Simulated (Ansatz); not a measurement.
Isolated molecules relaxed with PBE0-D4/def2-TZVP in Ansatz; ΔE leaves out vibrations. CCSD(T)/CBS is the MP2 limit (def2-TZVPP, def2-QZVPP) plus CCSD(T) − MP2 in def2-TZVPP, frozen cores. Functionals use def2-TZVPP. B3LYP here is the variant with VWN-RPA as its local correlation; programs differ in this. Each species was taken in one conformer, which may not be the lowest.

Consider the ligand exchange at the Si–O bond: `C[CH2][AlH][O][SiH3]` + `OB1N[SiH2]1` → `[SiH3]OB1N[SiH2]1` + `C[CH2][AlH][OH]`.

`C[CH2][AlH][O][SiH3]`:

Cartesian coordinates in Å:
```
C -0.156 1.864 -0.287
C -1.325 1.006 -0.769
Al -1.155 -0.917 -0.487
O 0.227 -1.523 0.272
Si 1.647 -1.749 1.022
H -0.323 2.929 -0.476
H 0.778 1.590 -0.784
H 0.015 1.748 0.786
H -1.505 1.169 -1.841
H -2.260 1.328 -0.290
H -2.244 -1.977 -0.929
H 2.270 -0.445 1.383
H 2.583 -2.488 0.133
H 1.448 -2.535 2.269
```

`OB1N[SiH2]1`:

Cartesian coordinates in Å:
```
O -1.132 0.730 1.645
B -0.465 0.215 0.590
N 0.711 0.431 -0.128
Si -0.076 -0.941 -0.897
H -0.689 1.479 2.055
H 1.510 1.046 -0.140
H -0.519 -0.728 -2.301
H 0.659 -2.232 -0.824
```

`[SiH3]OB1N[SiH2]1`:

Cartesian coordinates in Å:
```
Si 1.763 -1.056 1.050
O 1.177 0.165 0.105
B -0.067 0.452 -0.322
N -0.664 1.426 -1.110
Si -1.977 0.367 -0.610
H 2.475 -0.447 2.199
H 0.654 -1.917 1.532
H 2.716 -1.856 0.243
H -0.403 2.246 -1.635
H -3.016 0.993 0.253
H -2.659 -0.373 -1.705
```

`C[CH2][AlH][OH]`:

```xyz
11

C    -0.928    0.006    1.046
C     0.542    0.227    0.691
Al    1.024   -0.009   -1.191
O    -0.142   -0.447   -2.349
H    -1.255   -1.009    0.800
H    -1.124    0.154    2.113
H    -1.583    0.693    0.503
H     1.181   -0.441    1.284
H     0.857    1.236    0.992
H     2.489    0.185   -1.757
H    -1.061   -0.593   -2.133
```

| level | ΔE (kcal/mol) | difference from CCSD(T)/CBS |
| --- | --- | --- |
| PBE-D4 | 3.1 | 0.1 |
| r2SCAN-D4 | 3.3 | 0.3 |
| PBE0-D4 | 3.6 | 0.6 |
| B3LYP-D4 | 3.5 | 0.5 |
| ωB97X-V | 3.5 | 0.5 |
| ωB97M-V | 3.4 | 0.4 |
| B2PLYP | 3.3 | 0.3 |
| PBE | 2.9 | -0.1 |
| r2SCAN | 3.3 | 0.3 |
| PBE0 | 3.5 | 0.5 |
| B3LYP | 3.3 | 0.3 |
| HF/def2-TZVPP | 4.5 | 1.5 |
| MP2/def2-TZVPP | 3.1 | 0.1 |
| SCS-MP2/def2-TZVPP | 3.3 | 0.3 |
| CCSD/def2-TZVPP | 3.6 | 0.6 |
| CCSD(T)/def2-TZVPP | 3.3 | 0.3 |
| HF/def2-QZVPP | 4.6 | 1.6 |
| MP2/def2-QZVPP | 3.0 | 0.0 |
| SCS-MP2/def2-QZVPP | 3.2 | 0.2 |
| HF/CBS(def2) | 4.6 | 1.6 |
| MP2/CBS(def2) | 2.9 | -0.1 |
| CCSD/CBS(def2) | 3.3 | 0.3 |
| CCSD(T)/CBS | 3.0 | 0 |

Largest T1 diagnostic among the species: 0.013.

In def2-TZVPP, CCSD(T) changes the Hartree–Fock value by −1.3 kcal/mol (the triples alone add −0.3 kcal/mol) and MP2 by −1.4 kcal/mol.
